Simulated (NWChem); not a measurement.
System: C3H7Si, doublet; SMILES C1CC[SiH]1

Here is an NWChem input.

```
start job
memory heap 200 mb stack 700 mb global 900 mb
geometry units angstroms noautoz
  C      0.202748    -1.258755     0.000000
  C     -0.158375    -0.349670     1.220708
  Si     0.019035     1.122637     0.000000
  C     -0.158375    -0.349670    -1.220708
  H      1.277363    -1.470108     0.000000
  H     -0.328052    -2.220814     0.000000
  H     -1.190494    -0.510110     1.548328
  H      0.501957    -0.425042     2.088316
  H      1.424783     1.661592     0.000000
  H      0.501957    -0.425042    -2.088316
  H     -1.190494    -0.510110    -1.548328
end
basis spherical
  C library 6-31g*
  Si library 6-31g*
  H library 6-31g*
end
dft
  odft
  mult 2
  xc m06-l
  grid xcoarse
  iterations 150
  mulliken
end
task dft gradient
```

Output (shortened):

```
             Northwest Computational Chemistry Package (NWChem) 7.3.0
             --------------------------------------------------------

 CS  symmetry detected

                             Geometry "geometry" -> ""
                             -------------------------

 Output coordinates in angstroms (scale by  1.889725989 to convert to a.u.)

  No.       Tag          Charge          X              Y              Z
 ---- ---------------- ---------- -------------- -------------- --------------
    1 C                    6.0000     0.20642192     1.25761486     0.00000000
    2 C                    6.0000    -0.16804253     0.35394361     1.22070800
    3 Si                  14.0000    -0.01232222    -1.12081515     0.00000000
    4 C                    6.0000    -0.16804253     0.35394361    -1.22070800
    5 H                    1.0000     1.28403135     1.45312801     0.00000000
    6 H                    1.0000    -0.31016031     2.22738234     0.00000000
    7 H                    1.0000    -1.19768825     0.52955770     1.54832800
    8 H                    1.0000     0.49332732     0.41958820     2.08831600
    9 H                    1.0000     1.38534077    -1.68040257     0.00000000
   10 H                    1.0000     0.49332732     0.41958820    -2.08831600
   11 H                    1.0000    -1.19768825     0.52955770    -1.54832800

 Effective nuclear repulsion energy (a.u.)     158.1696084572

      Symmetry information
      --------------------

 Group name             Cs
 Group number              2
 Group order               2
 No. of unique centers     8

                                 NWChem DFT Module
                                 -----------------

 Summary of "ao basis" -> "ao basis" (spherical)
 ------------------------------------------------------------------------------
       Tag                 Description            Shells   Functions and Types
 ---------------- ------------------------------  ------  ---------------------
 C                           6-31g*                  6       14   3s2p1d
 Si                          6-31g*                  8       18   4s3p1d
 H                           6-31g*                  2        2   2s

      Symmetry analysis of basis
      --------------------------

        a'         47
        a"         27

            General Information
            -------------------
          SCF calculation type: DFT
          Wavefunction type:  spin polarized.
          No. of atoms     :    11
          No. of electrons :    39
           Alpha electrons :    20
            Beta electrons :    19
          Charge           :     0
          Spin multiplicity:     2
          Use of symmetry is: on ; symmetry adaption is: on
          Maximum number of iterations: 150
          AO basis - number of functions:    74
                     number of shells:    40
          Convergence on energy requested:  1.00D-06
          Convergence on density requested:  1.00D-05
          Convergence on gradient requested:  5.00D-04

              XC Information
              --------------
                        M06-L Method XC Functional
                         M06-L Exchange Functional  1.000
                       M06-L Correlation Potential  1.000

             Grid Information
             ----------------
          Grid used for XC integration:  xcoarse
          Radial quadrature: Mura-Knowles
          Angular quadrature: Lebedev.
          Tag              B.-S. Rad. Rad. Pts. Rad. Cut. Ang. Pts.
          ---              ---------- --------- --------- ---------
          C                   0.70       21           8.0       194
          Si                  1.10       42           8.0       194
          H                   0.35       21          10.0       194
          Grid pruning is: on
          Number of quadrature shells:   189
          Spatial weights used:  Erf1

      Superposition of Atomic Density Guess
      -------------------------------------

 Sum of atomic energies:        -405.28569774

      Non-variational initial energy
      ------------------------------

 Total energy =    -407.664465
 1-e energy   =    -869.504833
 2-e energy   =     303.670760
 HOMO         =      -0.132017
 LUMO         =       0.062353

   Symmetry analysis of molecular orbitals - initial alpha
   -------------------------------------------------------

  Numbering of irreducible representations:

     1 a'          2 a"

  Orbital symmetries:

     1 a'          2 a'          3 a"          4 a'          5 a'
     6 a'          7 a"          8 a'          9 a'         10 a"
    11 a'         12 a'         13 a'         14 a'         15 a"
    16 a"         17 a'         18 a"         19 a'         20 a'
    21 a"         22 a'         23 a'         24 a'         25 a'
    26 a'         27 a"         28 a"         29 a"         30 a'

   Symmetry analysis of molecular orbitals - initial beta
   ------------------------------------------------------

  Numbering of irreducible representations:

     1 a'          2 a"

  Orbital symmetries:

     1 a'          2 a'          3 a"          4 a'          5 a'
     6 a'          7 a"          8 a'          9 a'         10 a"
    11 a'         12 a'         13 a'         14 a'         15 a"
    16 a"         17 a'         18 a"         19 a'         20 a'
    21 a"         22 a'         23 a'         24 a'         25 a'
    26 a'         27 a"         28 a"         29 a"         30 a'

     ---------------------------------------------
      Total Density - Mulliken Population Analysis
     ---------------------------------------------

    Atom       Charge   Shell Charges
 -----------   ------   -------------------------------------------------------
    1 C    6     6.42   2.00  0.70  1.91  0.66  1.11  0.04
    2 C    6     6.71   2.00  0.72  2.01  0.69  1.27  0.03
    3 Si  14    13.51   2.00  2.00  5.97  1.05  1.41  0.43  0.55  0.11
    4 C    6     6.71   2.00  0.72  2.01  0.69  1.27  0.03
    5 H    1     0.77   0.47  0.30
    6 H    1     0.77   0.47  0.30
    7 H    1     0.76   0.46  0.29
    8 H    1     0.76   0.46  0.29
    9 H    1     1.08   0.47  0.61
   10 H    1     0.76   0.46  0.29
   11 H    1     0.76   0.46  0.29

     --------------------------------------------
      Spin Density - Mulliken Population Analysis
     --------------------------------------------

    Atom       Charge   Shell Charges
 -----------   ------   -------------------------------------------------------
    1 C    6     0.02   0.00  0.00  0.01 -0.00  0.00  0.00
    2 C    6     0.08   0.00  0.00  0.06  0.00  0.02  0.00
    3 Si  14     0.73   0.00  0.00  0.00  0.06  0.31  0.08  0.27  0.00
    4 C    6     0.08   0.00  0.00  0.06  0.00  0.02  0.00
    5 H    1     0.00   0.00  0.00
    6 H    1     0.03   0.01  0.02
    7 H    1     0.00   0.00  0.00
    8 H    1     0.01   0.00  0.00
    9 H    1     0.04   0.02  0.02
   10 H    1     0.01   0.00  0.00
   11 H    1     0.00   0.00  0.00

   convergence    iter        energy       DeltaE   RMS-Dens  Diis-err
 ---------------- ----- ----------------- --------- --------- ---------
 d= 0,ls=0.0,diis     1   -407.8955572980 -5.66D+02  4.46D-03  5.61D-02
                                                     1.17D-02  5.30D-02
 d= 0,ls=0.0,diis     2   -407.8443436599  5.12D-02  2.79D-03  2.86D-02
                                                     1.07D-02  7.12D-02
 d= 0,ls=0.0,diis     3   -407.9164054134 -7.21D-02  1.76D-03  2.28D-02
                                                     3.06D-03  2.30D-02
 d= 0,ls=0.0,diis     4   -407.9226182473 -6.21D-03  6.06D-04  1.41D-03
                                                     1.92D-03  3.41D-03
 d= 0,ls=0.0,diis     5   -407.9191516916  3.47D-03  6.04D-04  9.28D-04
                                                     1.14D-03  2.58D-03
  Resetting Diis
 d= 0,ls=0.0,diis     6   -407.9212928464 -2.14D-03  6.05D-04  2.07D-04
                                                     6.95D-04  4.78D-04
 d= 0,ls=0.0,diis     7   -407.9218157757 -5.23D-04  2.81D-04  5.36D-05
                                                     2.56D-04  5.72D-05
 d= 0,ls=0.0,diis     8   -407.9218267720 -1.10D-05  1.09D-04  6.79D-05
                                                     1.12D-04  7.09D-05
 d= 0,ls=0.0,diis     9   -407.9218704615 -4.37D-05  2.26D-05  2.67D-06
                                                     2.19D-05  2.43D-06
 d= 0,ls=0.0,diis    10   -407.9218708831 -4.22D-07  1.17D-05  7.11D-07
                                                     9.66D-06  7.41D-07
 d= 0,ls=0.0,diis    11   -407.9218712863 -4.03D-07  3.42D-06  3.85D-08
                                                     2.42D-06  2.77D-08

[...]

                         DFT ENERGY GRADIENTS

    atom               coordinates                        gradient
                 x          y          z           x          y          z
   1 C       0.390081   2.376547   0.000000    0.002947   0.007997   0.000000
   2 C      -0.317554   0.668856   2.306804   -0.001387  -0.000410   0.007868
   3 Si     -0.023286  -2.118034   0.000000   -0.000953  -0.008843   0.000000
   4 C      -0.317554   0.668856  -2.306804   -0.001387  -0.000410  -0.007868
   5 H       2.426467   2.746014   0.000000    0.002975   0.000980   0.000000
   6 H      -0.586118   4.209142   0.000000   -0.001743   0.002144   0.000000
   7 H      -2.263303   1.000719   2.925916   -0.002516   0.000020   0.000763
   8 H       0.932253   0.792907   3.946345    0.001703  -0.000093   0.001719
   9 H       2.617914  -3.175500   0.000000    0.001173  -0.001314   0.000000
  10 H       0.932253   0.792907  -3.946345    0.001703  -0.000093  -0.001719
  11 H      -2.263303   1.000719  -2.925916   -0.002516   0.000020  -0.000763
```

Level: M06-L/6-31G* (spherical d), spin-unrestricted. In the optimisation the excess spin sits in a' (Cs, its own frame). All runs use the structure optimised with B3LYP/6-31G* (spherical d), spin-unrestricted. No stability test was run on the SCF state.
